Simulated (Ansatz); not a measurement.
Calculated with Ansatz (gas phase, PBE0-D4/def2-TZVP geometries, no zero-point term in ΔE). CBS: MP2 limit from def2 TZ/QZ plus the TZ coupled-cluster correction, frozen cores. This one scheme is used for every species. For Br outer-core shells are correlated without core-valence functions, which leaves a few kJ/mol of doubt a bond. Scalar relativity is left out up to krypton. Each species was taken in one conformer, which may not be the lowest.

Reaction (ligand exchange at the Si–Br bond): `N[Si](O)(F)Br` + NH₃ → `N[Si](N)(O)F` + HBr

```csv
species,CCSD(T)/CBS(def2) energy (Eh)
`N[Si](O)(F)Br`,-3094.09073
NH₃,-56.50880
`N[Si](N)(O)F`,-576.67157
HBr,-2573.91920
```

**Question.** Work out ΔE.

**Answer.** ΔE = (-576.67157) + (-2573.91920) − (-3094.09073) − (-56.50880) = 0.00876 Eh = +5.5 kcal/mol.

Largest T1 diagnostic among the species: 0.010.

From BLYP to BHLYP (50 % exact exchange), in def2-TZVPP and without D4, ΔE moves by −1.1 kcal/mol. At CCSD(T), def2-SVP lies −2.0 kcal/mol from the extrapolated value and def2-TZVPP −1.1 kcal/mol. Leaving LDA and LC-ωPBE aside and taking each functional with its dispersion term where it has one, the values, not all of them listed here, spread over 3.3 kcal/mol, from CAM-B3LYP-D4 to revPBE-D4. LDA lies −2.5 kcal/mol from PBE without D4.
